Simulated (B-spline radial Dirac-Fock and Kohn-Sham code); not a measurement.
## Auger decay of the 3p3/2 hole in Tm³⁺

System: Tm³⁺, 1s2 2s2 2p6 3s2 3p6 3d10 4s2 4p6 4d10 4f11 5s2 5p6 5d1 (an excited configuration).

Level of theory: a relativistic independent-particle model: LDA orbitals of the hole state, radiative multipoles to third order, Auger rates from the Coulomb interaction with a continuum orbital, Dirac-Fock energies; a B-spline atomic structure program. Kinetic energies are configuration averages from the vacuum level; the two-hole energies are estimated from single-hole states.

```csv
transition,kinetic energy (eV),width (meV),share (%)
M3-M4N4,105.4,122,1.7
M3-M4N5,113.2,115,1.6
M3-M5N4,148.6,547,7.7
M3-M5N5,158.3,784,11.0
M3-M4O1,253.9,26.5,0.4
M3-M4O3,290.6,77.0,1.1
M3-M4N6,295.1,156,2.2
M3-M4N7,296.2,231,3.2
M3-M5O1,298.2,157,2.2
M3-M5O2,327.6,135,1.9
M3-M5O3,334.9,200,2.8
M3-M5N6,338.9,1560,21.9
M3-M5N7,340.8,1870,26.4
M3-N1N3,1002.1,60.8,0.9
M3-N2N3,1089.0,72.8,1.0
M3-N3N3,1135.6,101,1.4
M3-N3N4,1284.3,143,2.0
M3-N3N5,1294.8,189,2.7
M3-N2N7,1426.2,26.5,0.4
M3-N3O3,1466.8,25.2,0.4
M3-N3N6,1472.1,79.0,1.1
M3-N3N7,1473.9,90.9,1.3
M3-N4N7,1622.2,22.4,0.3
M3-N6N7,1809.8,52.3,0.7
```

Coster-Kronig rates are the weakest part of this model and often come out 1.5 to 2.5 times too large. The listed channels hold 96 % of the non-radiative rate. Summed by principal shells, of 7.11 eV in all: MMN 75.8 %, MNN 13.6 %, MMO 8.8 %, MNO 1.7 %.

Values without a named source are computed, but for edge energies of neutral atoms, which are taken from tables.
